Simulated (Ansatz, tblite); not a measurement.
Isomers of Si$_{4}$Ge$_{3}$ (singlet), found by a short tight-binding search and relaxed with PBE-D4/def2-SVP in Ansatz.

The xTB rows come from tblite. Correlated methods freeze 47 core orbitals; core or outer-core shells of Ge are correlated, in sets that lack core-valence functions.

Run but left out: HF/def2-SVP (C: restricted singlet, unstable towards broken spin symmetry).

C: The restricted singlet is unstable towards broken spin symmetry in Hartree–Fock (as tested in another run); at PBE-D4/def2-TZVP, r2SCAN-D4/def2-TZVP, B97M-V/def2-TZVP, PBE0-D4/def2-TZVP and others this wasn't settled. At CCSD(T)/def2-SVP the restricted singlet (for correlated methods, its reference) is unstable: a solution with broken spin symmetry lies lower.

Other spin states weren't relaxed.

A:

```xyz
7

Si    1.3202   -2.1708   -0.0365
Si   -0.8016    1.2777   -0.5392
Si    1.4258    0.0516   -0.7473
Si   -0.7450   -1.2702   -0.6523
Ge   -2.6106   -0.0797    0.2846
Ge    1.2820    2.2905    0.1144
Ge    0.1292   -0.0990    1.5763
```

B:

```csv
atom,x (Å),y (Å),z (Å)
Si1,-0.7811,-1.0814,0.9437
Si2,0.8646,0.8495,0.6127
Si3,0.6100,-0.9861,-1.1520
Si4,-1.2568,0.6645,-0.8064
Ge5,-1.7061,1.0861,1.5490
Ge6,1.5470,-1.7885,0.9472
Ge7,0.7224,1.2558,-2.0941
```

C:

```xyz
7

Si    2.117   -0.603   -0.587
Si   -0.245   -0.242   -0.974
Si    1.050    0.164    1.244
Si   -1.392    0.580    0.982
Ge   -0.136    0.951    3.047
Ge   -2.573    0.188   -1.003
Ge    1.178   -1.037   -2.708
```

Task: Estimate their order by electronic energy at PBE0-D4/def2-TZVP, counted from the lowest.

Result: B (0.0) < A (5.3) < C (156.2), in kJ/mol.

Task: Do the other levels pick the same lowest one?

Result: Not GFN1-xTB, GFN2-xTB, CCSD/def2-SVP, CCSD(T)/def2-SVP. Energies above each level's lowest (kJ/mol):

```csv
level,A,B,C
GFN1-xTB,14.2,65.7,0.0
GFN2-xTB,0.0,42.7,79.1
PBE-D4/def2-TZVP,3.3,0.0,134.6
r2SCAN-D4/def2-TZVP,9.9,0.0,131.3
B97M-V/def2-TZVP,15.0,0.0,158.9
PBE0-D4/def2-TZVP,5.3,0.0,156.2
ωB97X-V/def2-TZVP,10.3,0.0,185.9
MP2/def2-SVP,6.0,0.0,143.2
CCSD/def2-SVP,0.0,7.8,141.0
CCSD(T)/def2-SVP,0.0,5.5,129.3
```
Point groups (tolerance 0.1 Å): A Cs, B C3v, C Cs. Lower isomers may exist.
